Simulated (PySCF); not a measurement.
Computed shifts of a molecule C₄H₄Cl₂, KT2/pcSseg-1 (PySCF), GIAO, gas phase, atoms alike by connectivity averaged where their shifts nearly agree, in ppm (number of nuclei): ¹³C: 139.1 (1), 131.8 (1), 129.9 (1), 118.4 (1). ¹H: 6.72 (1), 6.35 (1), 5.57 (2). References: ¹³C against TMS (σ = 185.1 ppm); ³⁵Cl against HCl (σ = 945.4 ppm); ¹H against TMS (σ = 31.47 ppm), references at their B3LYP-D3(BJ)/def2-TZVP geometries, non-relativistic (without spin–orbit terms, shifts of atoms bonded to Cl or Br come out too high). Geometry optimised at B3LYP-D3(BJ)/def2-SVP. The values are those of a single conformer.

Pick the molecule that these values belong to.
A) C#CCC(Cl)Cl
B) C=CC=C(Cl)Cl
C) C=C(Cl)/C=C\Cl
D) C=C=CC(Cl)Cl

B, C=CC=C(Cl)Cl
